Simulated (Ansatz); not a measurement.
A calculation with Ansatz (development build ahead of 0.2.0).

```yaml
crystal:
  periodic: [false, false, false]
  atoms:
    - { symbol: Cr, position_ang: [0.0, 0.0, 0.0] }
    - { symbol: F, position_ang: [0.0, 0.0, 1.78] }
    - { symbol: F, position_ang: [0.0, 0.0, -1.78] }
basis:
  gaussian: { orbitals: pcseg-2 }
magnetization:
  spin_polarized: true
  initial_magnetization: 4
hamiltonian:
  xc: hf
```

The input is written out in the form of the current development build from the run's settings.

Results

```
Converged                       : yes
Total energy                    : -1242.40329 hartree
Spin squared of the determinant : 6.005
Stability test                  : minimum
```

Caution: other spin multiplicities were not run.
